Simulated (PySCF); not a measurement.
Gas-phase reaction: 2 SnH2Cl2 + 3 Cl2 ⇌ 2 SnCl3 + 4 HCl

Computed with PySCF and rigid-rotor harmonic-oscillator thermochemistry at 1 bar. † marks an energy on the PBE0/def2-TZVP geometry and frequencies. CCSD(T) freezes the core. Open shells (unrestricted): SnCl3 (multiplicity 2); the rest are closed-shell singlets. Sn: scalar-relativistic def2 core potential, no spin-orbit coupling. SnH2Cl2, SnCl3: computed as isolated molecules; such fragments, hydroxides, amides, oligomers or adducts are transient or little studied in the gas. CCSD(T) isn't extrapolated to the basis-set limit.

| level | ΔH°(298 K), kJ |
|---|---|
| CCSD(T)/def2-SVP† | -592 |
| M06-2X/def2-TZVP† | -569 |
| r2SCAN/def2-TZVP† | -569 |
| LDA/def2-TZVP† | [?] |
| ωB97X-V/def2-TZVP† | [?] |

### Question
Some entries are withheld; supply them.

### Answer

- LDA/def2-TZVP†, ΔH°(298 K), kJ: -494
- ωB97X-V/def2-TZVP†, ΔH°(298 K), kJ: -516
